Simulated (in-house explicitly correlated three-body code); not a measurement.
Values are calculated unless marked as measured or tabulated.
## Two electrons around a charge Z: highest levels of functionals against the exact one

The exact non-relativistic ground state comes from a variational code in 260 exponentially correlated functions, the Kohn-Sham parts from inverting its density (past Z = 6 the correlation energy is taken as exact minus Hartree-Fock, equal to within microhartrees), and self-consistent runs (Hartree-Fock is restricted) from a B-spline radial code. Z may be fractional; the second electron is bound down to Z = 0.911.

The exact Kohn-Sham level equals minus the binding energy. «Unbound» marks a run whose level isn't bound or that didn't converge.

```json
{"Z": "1.72", "exact (eV)": "-15.17", "Hartree-Fock (eV)": "-15.58", "PW91 (eV)": "-8.226", "M06-L (eV)": "-8.734", "r2SCAN0 (eV)": "-10.54", "PBE0 (eV)": "-10.14"}
{"Z": "1.98", "exact (eV)": "-23.85", "Hartree-Fock (eV)": "-24.24", "PW91 (eV)": "-15.25", "M06-L (eV)": "-15.95", "r2SCAN0 (eV)": "-18.11", "PBE0 (eV)": "-17.57"}
{"Z": "2.34", "exact (eV)": "?", "Hartree-Fock (eV)": "?", "PW91 (eV)": "?", "M06-L (eV)": "?", "r2SCAN0 (eV)": "?", "PBE0 (eV)": "?"}
{"Z": "2.5", "exact (eV)": "-46.72", "Hartree-Fock (eV)": "-47.08", "PW91 (eV)": "-34.83", "M06-L (eV)": "-35.93", "r2SCAN0 (eV)": "-38.77", "PBE0 (eV)": "-37.95"}
{"Z": "3.02", "exact (eV)": "-76.94", "Hartree-Fock (eV)": "-77.28", "PW91 (eV)": "-61.77", "M06-L (eV)": "-63.26", "r2SCAN0 (eV)": "-66.79", "PBE0 (eV)": "-65.69"}
{"Z": "3.48", "exact (eV)": "-109.8", "Hartree-Fock (eV)": "-110.1", "PW91 (eV)": "-91.73", "M06-L (eV)": "-93.56", "r2SCAN0 (eV)": "-97.7", "PBE0 (eV)": "-96.35"}
{"Z": "4.1", "exact (eV)": "?", "Hartree-Fock (eV)": "?", "PW91 (eV)": "?", "M06-L (eV)": "?", "r2SCAN0 (eV)": "?", "PBE0 (eV)": "?"}
{"Z": "4.5", "exact (eV)": "-203.2", "Hartree-Fock (eV)": "-203.5", "PW91 (eV)": "-178.7", "M06-L (eV)": "-181.3", "r2SCAN0 (eV)": "-186.8", "PBE0 (eV)": "-184.9"}
{"Z": "5", "exact (eV)": "-259.4", "Hartree-Fock (eV)": "-259.7", "PW91 (eV)": "-231.6", "M06-L (eV)": "-234.6", "r2SCAN0 (eV)": "-240.8", "PBE0 (eV)": "-238.6"}
{"Z": "5.9", "exact (eV)": "-377.5", "Hartree-Fock (eV)": "-377.8", "PW91 (eV)": "-344.1", "M06-L (eV)": "-347.8", "r2SCAN0 (eV)": "-355.2", "PBE0 (eV)": "-352.5"}
{"Z": "6.8", "exact (eV)": "-517.7", "Hartree-Fock (eV)": "-518", "PW91 (eV)": "-478.6", "M06-L (eV)": "-483", "r2SCAN0 (eV)": "-491.6", "PBE0 (eV)": "-488.3"}
{"Z": "7.7", "exact (eV)": "-680", "Hartree-Fock (eV)": "-680.3", "PW91 (eV)": "-635.2", "M06-L (eV)": "-640.2", "r2SCAN0 (eV)": "-650", "PBE0 (eV)": "-646.3"}
```

What belongs in the row Z = 4.1?

exact (eV): -163.2; Hartree-Fock (eV): -163.5; PW91 (eV): -141.2; M06-L (eV): -143.5; r2SCAN0 (eV): -148.5; PBE0 (eV): -146.8.

What belongs in the row Z = 2.34?

exact (eV): -38.9; Hartree-Fock (eV): -39.27; PW91 (eV): -28.03; M06-L (eV): -29; r2SCAN0 (eV): -31.63; PBE0 (eV): -30.9.

Why do the levels of the functionals lie above the exact one?

Semilocal exchange-correlation potentials fall off faster than the exact −1/r, since they don't cancel the electron's repulsion by itself; hybrids restore a share of the tail, and range-separated ones all of it at long range. Hartree-Fock has the tail but lacks relaxation and correlation.
